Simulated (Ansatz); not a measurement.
ClF$_{2}$HMoO$_{2}$ (`[O]=[Mo]([OH])([F])([F])[Cl]`). Total charge 0; spin multiplicity 1. Mo: def2 effective core potential.

Z-matrix (Å, degrees):
```
Mo
O 1 1.848
F 1 1.852 2 87.5
Cl 1 2.284 2 89.2 3 -142.7
O 1 1.642 2 101.4 3 109.7
F 1 1.846 2 155.2 3 -67.0
H 2 0.962 1 129.9 3 68.6
```

Q: List the harmonic frequencies (cm⁻¹, unscaled) at PBE0-D4/def2-TZVP in Ansatz. (Estimate.)

A: Ansatz gave: 80, 104, 218, 242, 275, 317, 328, 395, 453, 570, 646, 709, 762, 1118, 3878.

Q: Is this a minimum?

A: Yes, all 15 modes are real.

Q: Give the ideal-gas thermochemistry at 298.15 K and 1 bar (rigid rotor, harmonic oscillator; point group C1, symmetry number 1).

A: Zero-point energy 60.4 kJ/mol; H(298) − E = 83.1 kJ/mol; entropy 370.2 J/(mol·K), of which translation 175.1, rotation 118.0, vibration 77.1; G(298) − E = -27.3 kJ/mol. Modes under 100 cm⁻¹ are hindered rotations or soft bends, so the harmonic entropy is rough.

Q: And at 400, 500, 600, 800 and 1000 K?

A: 
| T (K) | H − E (kJ/mol) | S (J/mol/K) | G − E (kJ/mol) |
| --- | --- | --- | --- |
| 400 | 95.3 | 405.3 | -66.8 |
| 500 | 108.2 | 434.1 | -108.8 |
| 600 | 121.7 | 458.6 | -153.5 |
| 800 | 149.6 | 498.8 | -249.4 |
| 1000 | 178.4 | 530.9 | -352.5 |

Q: Rotational constants (cm⁻¹)?

A: 0.09087, 0.05862, 0.04955.
